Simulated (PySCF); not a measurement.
# Polarisability and C₆ of Hf⁺ (hafnium, charge +1)

[Xe] 4f14 5d1 6s2, 2D determinant. Calculation: PySCF 2.14, in ANO-RCC-VTZP (8s7p5d3f2g1h, 104 functions); scalar relativity by spin-free X2C-1e. Coupled (time-dependent) response in atomic units; α is the mean over directions. The basis has no added diffuse functions, which lowers α and C₆.

```json
{"method": "PW91", "mean α (bohr³)": "48.37", "α xx, yy, zz": "47.42, 47.42, 50.28", "C₆ (like pair)": "444.1", "S(−4)": "1022"}
```

S(−4) is the Cauchy moment in α(ω) = α(0) + S(−4) ω² + …

Spin-orbit coupling is absent.

α(iu) at PW91:

| u (hartree) | α(iu) (bohr³) |
| --- | --- |
| 0 | 48.37 |
| 0.0500 | 45.97 |
| 0.100 | 40.20 |
| 0.200 | 27.63 |
| 0.300 | 19.12 |
| 0.500 | 10.98 |
| 0.750 | 7.040 |
| 1.00 | 5.164 |
| 1.50 | 3.291 |
| 2.00 | 2.337 |
| 3.00 | 1.393 |
| 5.00 | 0.6907 |

For an ion, C₆ is the dispersion term alone; charge-induced terms of lower order in 1/R come first.

The components differ because the open shell of this determinant is not spherical; for a pure term their mean is the scalar polarisability.

⟨L²⟩ = 8.11 against 6 for a pure D term, so this real determinant mixes terms. Spin-orbit coupling, absent here, splits the open shell strongly. ⟨S²⟩ = 1.30 against 0.75 shows spin contamination. The s, p, d and f populations moved away from the nominal configuration during the SCF.
